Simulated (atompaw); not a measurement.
# holmium (Ho) PAW (atompaw): all-electron and pseudo phase curves

- Element: holmium
- Generator: atompaw 4.2.0.5
- Type: PAW
- Functional: LDA (PW92)
- Relativity: scalar-relativistic
- Frozen core: [Kr] 4d10 4f10
- Valence charge: 11
- Reference configuration: 5s2 5p6 5d1 6s1.5 6p0 (charge +0.5)
- Partial waves: 5s (bound): rc 2.05 bohr; 6s (bound): rc 2.05 bohr; 5p (bound): rc 2.60 bohr; 6p (bound, empty): rc 2.30 bohr; 5d (bound): rc 3.00 bohr; 5d channel at 0.05 Ry: rc 3.00 bohr
- Local potential: troulliermartins scheme with l = 3 at 0 Ry, radius 2.65 bohr
- Core correction: smooth core density matched at 2.25 bohr
- Augmentation charge: sinc compensation charge, radius 2.25 bohr; PAW radius 3.00 bohr; waves and projectors: custom polynom2 7 10 vanderbiltortho

The phase is arctan(r·u′/u) with u = r·R(r), unwrapped; energies in Ry, scanned from -6 to 5 Ry. A pole is an energy at which the radial function vanishes at the test radius. The pseudo phase is shifted by a multiple of π to meet the all-electron one at the reference energy, and phase errors are pseudo minus all-electron; the curves can meet again beyond the range given. Levels narrower than the energy grid can be missing from the lists of poles. Where the grid stepped over a known ghost or core level, its pole and its step of π were put in at the level’s energy.

```
channel  radius (bohr)  reference energy (Ry)  poles, all-electron       poles, pseudo  unbroken range about the reference energy with phases within 0.05 rad  phase error 1 Ry above the reference energy (rad)
      s           3.01                  -0.52          -4.21, 1.59  -5.18, -4.21, 1.73                                                            -5.1 to 3.2                                             +0.009
      p           3.01                  -0.26          -2.29, 2.86  -2.29, -1.54, 3.19                                                            -1.5 to 4.1                                             +0.021
      d           3.01                  -0.39                 0.20          0.20, 3.69                                                              below 1.6                                             -0.001
```

Note: ghost states, extra bound levels that the all-electron valence spectrum of the same l lacks: s at -70.5 eV, p at -20.9 eV. A true bound ghost makes a file unfit for plane-wave use.

Phases in the s channel:

| E (Ry) | all-electron | pseudo |
| --- | --- | --- |
| -6.00 | 1.419 | 4.557 |
| -5.76 | 1.414 | 4.551 |
| -5.52 | 1.409 | 4.541 |
| -5.28 | 1.403 | 4.505 |
| -5.04 | 1.397 | 1.423 |
| -4.80 | 1.387 | 1.398 |
| -4.56 | 1.371 | 1.378 |
| -4.32 | 1.266 | 1.276 |
| -4.08 | -1.718 | -1.714 |
| -3.84 | -1.749 | -1.746 |
| -3.60 | -1.765 | -1.761 |
| -3.36 | -1.778 | -1.774 |
| -3.12 | -1.791 | -1.788 |
| -2.88 | -1.806 | -1.803 |
| -2.64 | -1.823 | -1.820 |
| -2.40 | -1.844 | -1.840 |
| -2.16 | -1.869 | -1.866 |
| -1.92 | -1.901 | -1.898 |
| -1.68 | -1.944 | -1.941 |
| -1.44 | -2.005 | -2.002 |
| -1.20 | -2.097 | -2.094 |
| -0.96 | -2.250 | -2.248 |
| -0.72 | -2.538 | -2.537 |
| -0.48 | -3.090 | -3.090 |
| -0.24 | -3.757 | -3.753 |
| 0.00 | -4.164 | -4.158 |
| 0.24 | -4.373 | -4.366 |
| 0.48 | -4.492 | -4.484 |
| 0.72 | -4.568 | -4.559 |
| 0.96 | -4.622 | -4.611 |
| 1.20 | -4.662 | -4.650 |
| 1.44 | -4.695 | -4.681 |
| 1.68 | -4.723 | -4.707 |
| 1.92 | -4.748 | -4.730 |
| 2.16 | -4.771 | -4.750 |
| 2.40 | -4.794 | -4.769 |
| 2.64 | -4.818 | -4.788 |
| 2.88 | -4.843 | -4.807 |
| 3.12 | -4.872 | -4.826 |
| 3.36 | -4.906 | -4.847 |
| 3.60 | -4.950 | -4.870 |
| 3.84 | -5.008 | -4.898 |
| 4.08 | -5.094 | -4.931 |
| 4.32 | -5.235 | -4.973 |
| 4.56 | -5.498 | -5.030 |
| 4.80 | -6.030 | -5.112 |
